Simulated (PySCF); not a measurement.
Bonding in `C=Cc1ccccc1[O-]`

C8H7O (charge -1).
Numbering: `[CH2:1]=[CH:2][c:3]1[cH:4][cH:5][cH:6][cH:7][c:8]1[O-:9]` (hydrogens: H10, H11 on C1; H12 on C2; H13 on C4; H14 on C5; H15 on C6; H16 on C7)

Structure used (GFN2-xTB), in Å, numbered top down from 1:
```
atom  x, y, z in Å
C1     2.7854   -0.6659   -0.0920
C2     1.8606    0.2758    0.1168
C3     0.4262    0.1665    0.0518
C4    -0.2312   -1.0187   -0.2598
C5    -1.6067   -1.1070   -0.3187
C6    -2.3654    0.0338   -0.0550
C7    -1.7608    1.2204    0.2557
C8    -0.3357    1.3700    0.3304
O9     0.1988    2.4700    0.6188
H10    2.5377   -1.6843   -0.3497
H11    3.8413   -0.4521   -0.0120
H12    2.1878    1.2789    0.3731
H13    0.3573   -1.9072   -0.4661
H14   -2.0923   -2.0456   -0.5644
H15   -3.4513   -0.0281   -0.0989
H16   -2.3596    2.1023    0.4585
```

Bond orders from the PBE0/pcSseg-1 density (PySCF). Isolated species at its GFN2-xTB geometry (one conformer only). The pcSseg-1 basis has no diffuse functions, a weakness for an anion.

How far do the computed orders between heavy atoms stray from the drawn ones?

The largest departure is 0.722, at C8–O9 (drawn single, 1.722), counting aromatic bonds as 1.5. Drawn single, order above 1.12: C2–C3 (1.214) and C8–O9 (1.722). The bonds drawn aromatic range from 1.09 to 1.52. The SMILES, with its formal charges, is one Lewis structure only.

Set the Mayer orders of the bonds beside their lengths.

```csv
bond,drawn as,length (Å),Mayer order
C1–C2,double,1.336,1.872
C2–C3,single,1.440,1.214
C3–C4,aromatic,1.391,1.404
C4–C5,aromatic,1.380,1.470
C5–C6,aromatic,1.395,1.329
C6–C7,aromatic,1.367,1.519
C7–C8,aromatic,1.435,1.229
C8–O9,single,1.257,1.722
C8–C3,aromatic,1.451,1.093
C1–H10,single,1.079,0.943
C1–H11,single,1.080,0.950
C2–H12,single,1.086,0.921
C4–H13,single,1.086,0.948
C5–H14,single,1.085,0.966
C6–H15,single,1.088,0.965
C7–H16,single,1.085,0.949
```

By pair of heavy elements: C–C: lowest C8–C3 (1.093, 1.451 Å), highest C1–C2 (1.872, 1.336 Å).

Sum the orders of all bonds at each heavy atom with more than one neighbour and set the sums beside the valence in the SMILES.

C1 3.765 (drawn 4), C2 4.007 (drawn 4), C3 3.711 (drawn 4), C4 3.822 (drawn 4), C5 3.765 (drawn 4), C6 3.813 (drawn 4), C7 3.697 (drawn 4), C8 4.044 (drawn 4). Orders between atoms that aren't bonded are not in these sums.

For a closed shell the Mayer order of atoms A and B is Σ (PS)μν (PS)νμ over the basis functions μ on A and ν on B, with P the density and S the overlap matrix.
